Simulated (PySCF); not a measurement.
PySCF job for H3O3Si, SMILES O[Si](O)O (connectivity only; charge and spin as stated), charge +1, multiplicity 1, TDDFT-LC-ωPBE/def2-SVPD. The structure is a stationary point at r2SCAN-D4/def2-SVP. The spin state was assumed, not searched. The isomer is the one that the SMILES or the coordinates give; other isomers of the formula were not compared. One conformer was computed; it need not be the lowest.

```python
import numpy as np
from pyscf import gto, scf, dft, tdscf

mol = gto.M(
    atom='''
    O    -1.47294435   -0.53227576    0.00000000
    Si    0.01014814    0.00730344    0.00000000
    O     1.19850920   -1.03798386   -0.00000000
    O     0.09807008    1.58267799    0.00000000
    H    -1.75002574   -1.46221179   -0.00000000
    H     2.16117591   -0.92269521    0.00000001
    H     0.85769650    2.18331187   -0.00000001
    ''',
    basis='def2-SVPD',
    charge=1,
    spin=0,
    symmetry=True,
    max_memory=1600,
    verbose=4,
)
mf = dft.RKS(mol, xc='lc_wpbe').density_fit(auxbasis='def2-universal-jkfit')
mf.grids.level = 3
mf.conv_tol = 1e-9
mf.max_cycle = 100
mf.kernel()
mf.grids = dft.Grids(mol).set(level=1).build(with_non0tab=True)  # coarser grid for the response kernel
td = tdscf.TDDFT(mf)
td.singlet = True
td.nstates = 10
td.conv_tol = 1e-4
td.positive_eig_threshold = 1e-6
td.kernel(x0=td.get_init_guess(mf, 15))
td.analyze()
tt = tdscf.TDA(mf)
tt.singlet = False
tt.nstates = 4
tt.conv_tol = 1e-4
tt.positive_eig_threshold = 1e-6
tt.kernel(x0=tt.get_init_guess(mf, 9))
tt.analyze(verbose=3)
```

Program output:

```
PySCF version 2.14.0

[INPUT] verbose = 4
[INPUT] num. atoms = 7
[INPUT] num. electrons = 40
[INPUT] charge = 1
[INPUT] spin (= nelec alpha-beta = 2S) = 0
[INPUT] symmetry True subgroup None
[INPUT] Mole.unit = angstrom
[INPUT] Symbol           X                Y                Z      unit          X                Y                Z       unit  Magmom
[INPUT]  1 O     -1.472944350000  -0.532275760000   0.000000000000 AA   -2.783461418226  -1.005855409145   0.000000000000 Bohr   0.0
[INPUT]  2 Si     0.010148140000   0.007303440000   0.000000000000 AA    0.019177205274   0.013801501367   0.000000000000 Bohr   0.0
[INPUT]  3 O      1.198509200000  -1.037983860000   0.000000000000 AA    2.264854145772  -1.961505217119   0.000000000000 Bohr   0.0
[INPUT]  4 O      0.098070080000   1.582677990000   0.000000000000 AA    0.185325592214   2.990827944477   0.000000000000 Bohr   0.0
[INPUT]  5 H     -1.750025740000  -1.462211790000   0.000000000000 AA   -3.307069359539  -2.763179819210   0.000000000000 Bohr   0.0
[INPUT]  6 H      2.161175910000  -0.922695210000   0.000000010000 AA    4.084030576908  -1.743641243348   0.000000018897 Bohr   0.0
[INPUT]  7 H      0.857696500000   2.183311870000  -0.000000010000 AA    1.620811482998   4.125861478812  -0.000000018897 Bohr   0.0

nuclear repulsion = 180.428660598991
point group symmetry = Cs
symmetry origin: [ 3.22636160e-09 -4.60908775e-10  0.00000000e+00]
symmetry axis x: [1.00000000e+00 1.10486808e-08 3.48568509e-10]
symmetry axis y: [-1.10486808e-08  1.00000000e+00 -8.02963321e-10]
symmetry axis z: [-3.48568518e-10  8.02963023e-10  1.00000000e+00]
num. orbitals of irrep A' = 83
num. orbitals of irrep A" = 34
number of shells = 49
number of NR pGTOs = 171
number of NR cGTOs = 117
basis = def2-SVPD
ecp = {}


[settings echo left out]
init E= -517.037103925679
HOMO (A") = -0.507804039256158  LUMO (A') = -0.0864621505800041  gap/eV = 11.46530
cycle= 1 E= -516.184491896667  delta_E= 0.853  |g|= 0.872  |ddm|= 3.23
HOMO (A') = -0.628389749442274  LUMO (A') = -0.180896222287588  gap/eV = 12.17692
cycle= 2 E= -516.216489091544  delta_E= -0.032  |g|= 0.831  |ddm|= 2.07
HOMO (A") = -0.729504623228084  LUMO (A') = -0.186977351844266  gap/eV = 14.76292
cycle= 3 E= -516.337231599706  delta_E= -0.121  |g|= 0.0665  |ddm|= 0.794
HOMO (A") = -0.712749752391843  LUMO (A') = -0.174697624327272  gap/eV = 14.64114
cycle= 4 E= -516.338107693124  delta_E= -0.000876  |g|= 0.0131  |ddm|= 0.0823
HOMO (A") = -0.714038459539585  LUMO (A') = -0.17459714132027  gap/eV = 14.67895
cycle= 5 E= -516.33814959269  delta_E= -4.19e-05  |g|= 0.00885  |ddm|= 0.0245
HOMO (A") = -0.713124564159172  LUMO (A') = -0.174589661063403  gap/eV = 14.65428
cycle= 6 E= -516.338164216596  delta_E= -1.46e-05  |g|= 0.00156  |ddm|= 0.00692
HOMO (A") = -0.713138609690935  LUMO (A') = -0.174509734607555  gap/eV = 14.65684
cycle= 7 E= -516.338165077169  delta_E= -8.61e-07  |g|= 0.00031  |ddm|= 0.00276
HOMO (A") = -0.713193350213295  LUMO (A') = -0.174559065657614  gap/eV = 14.65699
cycle= 8 E= -516.338165116542  delta_E= -3.94e-08  |g|= 0.000111  |ddm|= 0.000612
HOMO (A") = -0.713184009925796  LUMO (A') = -0.174558428106966  gap/eV = 14.65675
cycle= 9 E= -516.338165120552  delta_E= -4.01e-09  |g|= 6.34e-05  |ddm|= 0.000185
HOMO (A") = -0.713186128629886  LUMO (A') = -0.174556714916126  gap/eV = 14.65685
cycle= 10 E= -516.338165121524  delta_E= -9.71e-10  |g|= 8.98e-06  |ddm|= 8.2e-05
HOMO (A") = -0.713185358752881  LUMO (A') = -0.174556656949946  gap/eV = 14.65683
Extra cycle  E= -516.338165121557  delta_E= -3.34e-11  |g|= 6.54e-06  |ddm|= 2.2e-05
converged SCF energy = -516.338165121557
tot grids = 29368
Overwritten attributes  positive_eig_threshold  of <class 'pyscf.tdscf.rks.TDDFT'>


******** <class 'pyscf.tdscf.rks.TDDFT'> for <class 'pyscf.df.df_jk.DFSymAdaptedRKS'> ********
nstates = 10 singlet
deg_eia_thresh = 1.000e-03
wfnsym = None
conv_tol = 0.0001
eigh lindep = 1e-12
eigh level_shift = 0
eigh max_cycle = 100


Excitation energies (eV)
[ 8.29161287  8.46356073  8.57951944  9.26133439  9.28997898  9.92525311
  9.9879451  10.11624828 10.23037689 10.23391314]

** Singlet excitation energies and oscillator strengths **
Excited State   1:   A"      8.29161 eV    149.53 nm  f=0.0000
      20 -> 21       -0.67445
      20 -> 23        0.12612
Excited State   2:   A"      8.46356 eV    146.49 nm  f=0.0000
      18 -> 21       -0.68007
      18 -> 25        0.13857
Excited State   3:   A'      8.57952 eV    144.51 nm  f=0.0159
      18 -> 22        0.15323
      19 -> 21       -0.65932
      19 -> 25        0.10393
      20 -> 22        0.10070
Excited State   4:   A"      9.26133 eV    133.87 nm  f=0.0000
      19 -> 22       -0.69780
Excited State   5:   A'      9.28998 eV    133.46 nm  f=0.0190
      17 -> 21       -0.57714
      17 -> 23        0.13150
      18 -> 22       -0.25439
      20 -> 22        0.24379
Excited State   6:   A'      9.92525 eV    124.92 nm  f=0.1568
      15 -> 21       -0.13713
      17 -> 21       -0.17278
      18 -> 22       -0.16428
      19 -> 21       -0.12523
      20 -> 22       -0.60984
Excited State   7:   A"      9.98795 eV    124.13 nm  f=0.0164
      16 -> 21       -0.28532
      17 -> 22        0.62871
Excited State   8:  ???     10.11625 eV    122.56 nm  f=0.0153
      15 -> 21        0.63056
      15 -> 25       -0.10132
      16 -> 22       -0.10902
      18 -> 22       -0.12168
      19 -> 24        0.17207
      20 -> 22       -0.11339
Excited State   9:   A'     10.23038 eV    121.19 nm  f=0.2160
      15 -> 21       -0.10219
      17 -> 21        0.28950
      18 -> 22       -0.57116
      19 -> 21       -0.11830
      20 -> 22        0.11873
Excited State  10:  ???     10.23391 eV    121.15 nm  f=0.1830
      15 -> 22       -0.13764
      16 -> 21        0.58232
      17 -> 22        0.29397
      18 -> 24        0.10809
      20 -> 23       -0.13359

** Transition electric dipole moments (AU) **
state          X           Y           Z        Dip. S.      Osc.
  1        -0.0000     -0.0000     -0.0105      0.0001      0.0000
  2        -0.0000     -0.0000      0.0138      0.0002      0.0000
  3         0.0454     -0.2716      0.0000      0.0758      0.0159
  4         0.0000      0.0000     -0.0110      0.0001      0.0000
  5        -0.1215      0.2617     -0.0000      0.0833      0.0190
  6        -0.6314     -0.4962      0.0000      0.6450      0.1568
  7         0.0000     -0.0000     -0.2585      0.0668      0.0164
  8         0.2404     -0.0623      0.0000      0.0617      0.0153
  9         0.6190     -0.6920     -0.0000      0.8620      0.2160
 10        -0.0000      0.0000      0.8543      0.7298      0.1830

** Transition velocity dipole moments (imaginary part, AU) **
state          X           Y           Z        Dip. S.      Osc.
  1         0.0000     -0.0000     -0.0023      0.0000      0.0000
  2        -0.0000      0.0000      0.0035      0.0000      0.0000
  3         0.0148     -0.0937      0.0000      0.0090      0.0190
  4        -0.0000     -0.0000     -0.0058      0.0000      0.0001
  5        -0.0489      0.0906     -0.0000      0.0106      0.0207
  6        -0.2326     -0.1821      0.0000      0.0873      0.1595
  7         0.0000      0.0000     -0.0871      0.0076      0.0138
  8         0.0847     -0.0255      0.0000      0.0078      0.0140
  9         0.2383     -0.2624      0.0000      0.1257      0.2228
 10        -0.0000     -0.0000      0.3179      0.1010      0.1791

** Transition magnetic dipole moments (imaginary part, AU) **
state          X           Y           Z
  1        -0.4599      0.6483     -0.0000
  2        -0.5949     -0.4155      0.0000
  3         0.0000     -0.0000      0.5015
  4        -0.6751     -0.0863      0.0000
  5        -0.0000      0.0000      0.0707
  6         0.0000     -0.0000      0.0856
  7        -0.2972     -0.7021     -0.0000
  8         0.0000     -0.0000      0.0007
  9         0.0000     -0.0000      0.0480
 10        -0.1100     -0.2760     -0.0000
Overwritten attributes  positive_eig_threshold  of <class 'pyscf.tdscf.rks.TDA'>


******** <class 'pyscf.tdscf.rks.TDA'> for <class 'pyscf.df.df_jk.DFSymAdaptedRKS'> ********
nstates = 4 triplet
deg_eia_thresh = 1.000e-03
wfnsym = None
conv_tol = 0.0001
eigh lindep = 1e-12
eigh level_shift = 0
eigh max_cycle = 100


Excitation energies (eV)
[7.80173488 7.95193685 8.01374212 8.42093363]

** Triplet excitation energies and oscillator strengths **
Excited State   1:   A"      7.80173 eV    158.92 nm  f=0.0000
Excited State   2:   A"      7.95194 eV    155.92 nm  f=0.0000
Excited State   3:   A'      8.01374 eV    154.71 nm  f=0.0000
Excited State   4:   A'      8.42093 eV    147.23 nm  f=0.0000
```

The calculation finished and met its thresholds.

Cost: roughly 120 core-seconds.
